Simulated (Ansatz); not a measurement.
`F[SiH](S)I` + H₂S → `F[SiH](S)S` + HI at 600 K and 1 bar (ligand exchange at the Si–I bond).

Calculated with Ansatz (gas phase, PBE0-D4/def2-TZVP geometries, no zero-point term in ΔE). CCSD(T)/CBS is the MP2 limit (def2-TZVPP, def2-QZVPP) plus CCSD(T) − MP2 in def2-TZVPP, frozen cores. This one scheme is used for every species. Elements past krypton have def2 core potentials. For I outer-core shells are correlated without core-valence functions, which leaves a few kJ/mol of doubt a bond. Each species was taken in one conformer, which may not be the lowest.

```csv
species,CCSD(T)/CBS energy (Eh),H − E (kJ/mol),S (J/(mol·K))
`F[SiH](S)I`,-1085.42501,107.1,412.7
H₂S,-398.97279,60.8,230.9
`F[SiH](S)S`,-1186.35252,135.1,412.7
HI,-298.03592,31.6,227.0
```

H − E and S are ideal-gas, rigid-rotor, harmonic terms from PBE0-D4/def2-TZVP, for one conformer and one mirror image of each species. 1 Eh = 2625.50 kJ/mol, R = 8.31446 J/(mol·K).

**Question.** By hand: ΔE, ΔH, ΔS and ΔG.

**Answer.** ΔE = (-1186.35252) + (-298.03592) − (-1085.42501) − (-398.97279) = 0.00936 Eh = 24.6 kJ/mol. Δ(H − E) = 135.1 + 31.6 − 107.1 − 60.8 = -1.2, so ΔH = 23.4 kJ/mol. ΔS = 412.7 + 227.0 − 412.7 − 230.9 = -3.9 J/(mol·K). ΔG = 23.4 − 600 × (-3.9)/1000 = 25.7 kJ/mol.

**Question.** By hand: the equilibrium constant, and the temperature at which ΔG would vanish if ΔH and ΔS stayed fixed.

**Answer.** log₁₀ K = −ΔG/(RT ln 10) = -2.2. ΔH and −TΔS have one sign here, so there is no such temperature.

The number of gas molecules stays the same, so ΔS is small and ΔH decides. A doubt of 5 kJ/mol in ΔE shifts log₁₀ K by 0.4 here. Other conformers and mirror images would add mixing entropy, several J/(mol·K) or more a flexible species. These are equilibria of isolated gas molecules and say nothing of rates. Largest T1 diagnostic: 0.012 (customary marks: 0.02 for closed shells, 0.045 for open ones).

ΔS is within the doubt of such terms, so its sign, and with it that verdict, could turn.
